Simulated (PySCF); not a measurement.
Stepwise substitution at one centre (B Br-NH2). Gas-phase values, no solvent. Strings in code marks are SMILES.

The numbers are results of PySCF 2.14.0 with B3LYP-D3(BJ)/def2-TZVP, not measurements. B3LYP has the VWN-RPA correlation part, as in Gaussian. Delta-SCF ions had no search for a lower state. Excitations are Tamm–Dancoff values on a coarser integration grid. The basis has no diffuse functions, so Rydberg states are missing or too high.

| species | S1 excitation (TDA) (eV) | T1 excitation (TDA) (eV) | vertical ionisation energy (Delta-SCF) (eV) |
|---|---|---|---|
| 0 of 3 Br replaced by NH2 (`BrB(Br)Br`) | 4.58 | 4.43 | 10.22 |
| 1 of 3 Br replaced by NH2 | 6.24 | (withheld) | (withheld) |
| 2 of 3 Br replaced by NH2 (`NB(N)Br`) | 6.37 | 6.08 | (withheld) |
| 3 of 3 Br replaced by NH2 | 5.76 | 5.50 | 8.82 |

Question: Some entries are withheld; supply them.

Answer: 
- 1 of 3 Br replaced by NH2, T1 excitation (TDA) (eV): 5.85
- 1 of 3 Br replaced by NH2, vertical ionisation energy (Delta-SCF) (eV): 10.19
- 2 of 3 Br replaced by NH2 (`NB(N)Br`), vertical ionisation energy (Delta-SCF) (eV): 9.63
